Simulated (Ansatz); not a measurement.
Calculated with Ansatz (gas phase, PBE0-D4/def2-TZVP geometries, no zero-point term in ΔE). CBS: MP2 limit from def2 TZ/QZ plus the TZ coupled-cluster correction, frozen cores. DFT in def2-TZVPP. Elements past krypton have def2 core potentials. For As, In outer-core shells are correlated without core-valence functions, which leaves a few kJ/mol of doubt a bond. Scalar relativity is left out up to krypton.

Reaction (formal exchange of groups at the As–In bond): `[AsH2][InH2]` + `COC` → `CO[AsH2]` + `[CH3][InH2]`

`[AsH2][InH2]`:

```xyz
6

As    0.980    1.016   -0.738
In   -0.660   -0.860   -0.031
H     0.177    2.070    0.011
H     1.887    0.743    0.454
H    -0.026   -2.387    0.465
H    -2.358   -0.582   -0.161
```

`COC`:

Cartesian coordinates in Å:
```
C 0.963 0.450 0.467
O -0.307 -0.052 0.769
C -0.999 -0.456 -0.377
H 1.590 -0.307 -0.027
H 1.437 0.741 1.405
H 0.905 1.329 -0.190
H -0.466 -1.256 -0.911
H -1.973 -0.831 -0.062
H -1.149 0.381 -1.075
```

`CO[AsH2]`:

```xyz
8

C    -0.033    0.459   -0.894
O    -0.450   -0.823   -0.492
As   -0.219   -1.284    1.216
H     1.044    0.600   -0.738
H    -0.567    1.247   -0.346
H    -0.252    0.561   -1.960
H    -0.746    0.016    1.847
H     1.225   -0.777    1.367
```

`[CH3][InH2]`:

```xyz
7

C    -0.613    0.752    0.278
In    0.705   -0.851   -0.296
H    -0.079    1.537    0.815
H    -1.056    1.191   -0.620
H    -1.428    0.378    0.899
H     2.420   -0.618   -0.331
H     0.051   -2.389   -0.745
```

CCSD(T)/CBS gives +0.41 eV.

(1) Another level gave +0.45 eV. Which?
A. SCS-MP2/def2-TZVPP
B. B2PLYP/def2-TZVPP
C. PBE0/def2-TZVPP
D. PBE-D4/def2-TZVPP

Largest T1 diagnostic among the species: 0.013.

Answers

(1) D. PBE-D4 0.45, SCS-MP2/def2-TZVPP 0.33, PBE0 0.51, B2PLYP 0.40 eV.

In def2-TZVPP, CCSD(T) changes the Hartree–Fock value by −0.15 eV (the triples alone add −0.02 eV) and MP2 by −0.18 eV. From BLYP to BHLYP (50 % exact exchange), in def2-TZVPP and without D4, ΔE moves by +0.09 eV.
